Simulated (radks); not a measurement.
The numbers below are computed, except where a source is named.
N II, configuration [He] 2s2 2p1 7s1 (not the ground configuration).

Level of theory: non-relativistic Kohn-Sham, PBE, spin-polarised, spherical densities, point nucleus; open shells are filled with parallel spins first (a radial shooting solver on a logarithmic mesh with Libxc functionals).

Energy parts (hartree):
| part | energy |
|---|---|
| total | -52.94131 |
| kinetic | 52.82724 |
| electron-nucleus | -118.62310 |
| Hartree | 18.61364 |
| exchange-correlation | -5.75909 |

Orbitals (lengths in bohr, moments of r in powers of bohr; <r^-3> diverges for s and p1/2; r(90%) holds 90 % of the orbital's charge):
orbital,occ.,eigenvalue (hartree),r(90%),<1/r>,<r^-3>,<r^2>
1s up,1,-15.52622,0.412,6.634,-,0.07139
1s down,1,-15.49574,0.411,6.642,-,0.07113
2s up,1,-1.79307,1.82,1.243,-,1.607
2s down,1,-1.70670,1.85,1.226,-,1.654
2p up,1,-1.36693,1.86,1.149,4.759,1.575
7s up,1,-0.04909,36.2,0.05224,-,816.8

The highest occupied level is 7s up at -1.336 eV. Summed over all electrons, <r^2> = 821.8 bohr^2, which gives a Langevin (diamagnetic) susceptibility term of -651 x 10^-6 cm^3/mol.

Empty levels of this run are not shown, since the potential may be unsettled where no density lies.
